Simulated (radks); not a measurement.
Task: All-electron atom: Sc3.5+ in [Ne] 3s2 3p(up 3, down 2.5) (fractional occupations, a model configuration). Method: scalar-relativistic Kohn-Sham, PBEsol, spin-polarised, spherical densities, point nucleus; computed with a radial shooting solver on a logarithmic mesh with Libxc functionals. Some entries of the table are withheld. Estimate them.

| orbital | occ. | eigenvalue (hartree) | <r> (bohr) | <r^2> (bohr^2) |
|---|---|---|---|---|
| 1s up | 1 | -163.0243 | 0.07311 | 0.007188 |
| 1s down | 1 | -163.0176 | 0.07310 | 0.007188 |
| 2s up | 1 | -19.04455 | (1) | 0.1398 |
| 2s down | 1 | -19.03877 | (2) | 0.1398 |
| 2p up | 3 | -15.89653 | 0.3077 | 0.1170 |
| 2p down | 3 | -15.88845 | 0.3077 | 0.1169 |
| 3s up | 1 | -3.53140 | 1.044 | 1.249 |
| 3s down | 1 | -3.50431 | 1.045 | 1.253 |
| 3p up | 3 | -2.72327 | (3) | (4) |
| 3p down | 2.5 | -2.69729 | (5) | (6) |

Result: 
(1) 2s up <r> (bohr): 0.3437
(2) 2s down <r> (bohr): 0.3437
(3) 3p up <r> (bohr): 1.107
(4) 3p up <r^2> (bohr^2): 1.429
(5) 3p down <r> (bohr): 1.110
(6) 3p down <r^2> (bohr^2): 1.436
